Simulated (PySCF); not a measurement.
Spectra and structures to be paired. Computed with TDDFT PBE0/def2-SVPD, vertical, gas phase, core orbitals frozen in the response (PySCF 2.14.0, density-fitted response routines). Geometries: PBE0-D3(BJ)/def2-SVP; one conformer of each isolated species. Triplets are in the Tamm–Dancoff approximation.

A. `CN[SiH2]CC[SiH3]`
B. `FC[C@@H]1O[C@@H]1F`
C. `CCO[C@H](F)OC(C)C`

Lowest singlet levels (six at most, fewer where fewer were computed) with oscillator strengths:

1. 8.24 eV (f 0.013); 8.47 eV (f 0.022); 8.67 eV (f 0.041); 8.95 eV (f 0.002); 9.00 eV (f 0.042); 9.31 eV (f 0.025); T1 7.68 eV
2. 7.83 eV (f 0.006); 8.12 eV (f 0.022); 8.38 eV (f 0.024); 8.40 eV (f 0.030); 8.69 eV (f 0.033); 8.76 eV (f 0.020); T1 7.73 eV
3. 5.82 eV (f 0.002); 6.12 eV (f 0.007); 6.67 eV (f 0.024); 6.86 eV (f 0.015); 7.08 eV (f 0.004); 7.14 eV (f 0.003); T1 5.55 eV

Question: Which spectrum belongs to which structure?

Answer: 1 = B, 2 = C, 3 = A.
- A: S1 at 5.82 eV, HOMO→LUMO+1 (90%); Löwdin shares by element: HOMO nitrogen 55%, carbon 11% or more, silicon 10% or more, hydrogen 6% or more (atoms not listed hold the other 17%); LUMO silicon 35%, carbon 19% or more (atoms not listed hold the other 46%); HOMO -6.69 and LUMO 0.35 eV.
- B: S1 at 8.24 eV, HOMO→LUMO (48%), HOMO→LUMO+1 (35%); Löwdin shares by element: HOMO oxygen 42%, carbon 28% or more, fluorine 9% or more (atoms not listed hold the other 21%); LUMO carbon 46%, fluorine 12% or more (atoms not listed hold the other 42%); HOMO -8.94 and LUMO 0.73 eV.
- C: S1 at 7.83 eV, HOMO→LUMO (92%); Löwdin shares by element: HOMO oxygen 60%, carbon 14% or more (atoms not listed hold the other 26%); LUMO carbon 20% or more, hydrogen 18% or more (atoms not listed hold the other 62%); HOMO -8.19 and LUMO 0.73 eV.
